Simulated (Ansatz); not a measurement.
Geometry optimisation, UKS PBE0/def2-SVP in Ansatz 0.2.0.

Input file:

```yaml
crystal:
  periodic: [false, false, false]
  atoms:
    - { symbol: Si, position_ang: [-0.3046, -0.3132, -0.5029] }
    - { symbol: Sb, position_ang: [-0.1277, 0.746, 1.7784] }
    - { symbol: H, position_ang: [0.3885, -1.5154, -0.5895] }
    - { symbol: H, position_ang: [-1.6956, -0.5446, -0.7885] }
    - { symbol: H, position_ang: [0.1596, 0.6673, -1.5387] }
    - { symbol: H, position_ang: [1.6218, 0.8958, 1.595] }
magnetization:
  spin_polarized: true
  initial_magnetization: 1
basis:
  gaussian: { orbitals: def2-SVP }
hamiltonian:
  xc: pbe0
relax:
  f_tol: 0.015
  max_steps: 40
```

Command:

```bash
$ ansatz run input.yaml --threads 1 --pin off --max-ram 2048MiB --backend cpu --events-out ev --progress --plain --runs-dir out
```

Where does it end, and by what steps?

It converged. After 4 steps the energy has fallen by 0.187 eV; H4 moved furthest, 0.07 Å.

```json
{"step": "0", "energy less start (eV)": "0.0000", "largest force component (eV/Å)": "2.136", "accepted": "yes"}
{"step": "1", "energy less start (eV)": "-0.1511", "largest force component (eV/Å)": "0.910", "accepted": "yes"}
{"step": "2", "energy less start (eV)": "-0.1855", "largest force component (eV/Å)": "0.114", "accepted": "yes"}
{"step": "3", "energy less start (eV)": "-0.1865", "largest force component (eV/Å)": "0.031", "accepted": "yes"}
{"step": "4", "energy less start (eV)": "-0.1866", "largest force component (eV/Å)": "0.001", "accepted": "yes"}
```

```xyz
6
Properties=species:S:1:pos:R:3
Si -0.324 -0.272 -0.515
Sb -0.102 0.775 1.832
H 0.445 -1.552 -0.603
H -1.764 -0.561 -0.792
H 0.186 0.663 -1.567
H 1.600 0.883 1.599
```

Whether the end is a true minimum wasn't checked by a vibrational analysis.

Run time: 15 s on 1 thread of Intel(R) Xeon(R) Platinum 8488C (Sapphire Rapids), on a shared host, peak memory 0.2 GiB.
